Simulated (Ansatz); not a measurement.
Two isomers of CH8O2Si2: A = `OC([SiH3])O[SiH3]`, B = `OC[SiH2]O[SiH3]`.

Computed with Ansatz on PBE0-D4/def2-TZVP structures; ΔE is electronic, products minus reactants. CCSD(T)/CBS is the MP2 limit (def2-TZVPP, def2-QZVPP) plus CCSD(T) − MP2 in def2-TZVPP, frozen cores. Functionals use def2-TZVPP. B3LYP here is the variant with VWN-RPA as its local correlation; programs differ in this. Each species was taken in one conformer, which may not be the lowest.

A:

Z-matrix (Å, degrees):
```
C
Si 1 1.910
O 1 1.409 2 107.5
O 1 1.405 2 112.5 3 123.5
H 1 1.098 2 111.3 3 -120.0
H 2 1.486 1 109.4 3 172.3
H 2 1.484 1 111.0 3 50.7
H 2 1.489 1 106.7 3 -69.5
Si 3 1.658 1 121.7 2 176.8
H 4 0.963 1 108.7 2 -52.6
H 9 1.485 3 112.2 1 -79.2
H 9 1.482 3 105.5 1 161.9
H 9 1.488 3 109.8 1 42.5
```

B:

Z-matrix (Å, degrees):
```
C
Si 1 1.881
O 1 1.422 2 106.3
H 1 1.100 2 110.4 3 121.7
H 1 1.099 2 109.3 3 -120.6
O 2 1.634 1 109.0 3 54.4
H 2 1.486 1 109.5 3 173.4
H 2 1.486 1 109.9 3 -66.0
H 3 0.960 1 109.3 2 -173.4
Si 6 1.639 2 141.2 1 -36.6
H 10 1.486 6 110.6 2 69.3
H 10 1.484 6 111.1 2 -52.8
H 10 1.485 6 107.2 2 -172.1
```

Task: Which is lower in electronic energy at CCSD(T)/CBS, and by how much? (Best estimate.)

Result: Ansatz gave: B, by 171.3 kJ/mol.

Task: Give E(B) − E(A) in kJ/mol with MP2/def2-TZVPP, PBE0-D4, HF/def2-TZVPP, B2PLYP, PBE-D4, B3LYP-D4, r2SCAN-D4. (Estimate.)

Result: Computed: MP2/def2-TZVPP -174.3, PBE0-D4 -159.7, HF/def2-TZVPP -182.6, B2PLYP -168.8, PBE-D4 -148.9, B3LYP-D4 -165.6, r2SCAN-D4 -163.2. None reverses the order clearly.

Largest T1 diagnostic: 0.013.

From PBE to PBE0 (25 % exact exchange), in def2-TZVPP and without D4, E(B) − E(A) moves by −10.8 kJ/mol. In def2-TZVPP, CCSD(T) changes the Hartree–Fock value by +16.0 kJ/mol (the triples alone add +4.3 kJ/mol) and MP2 by +8.4 kJ/mol.
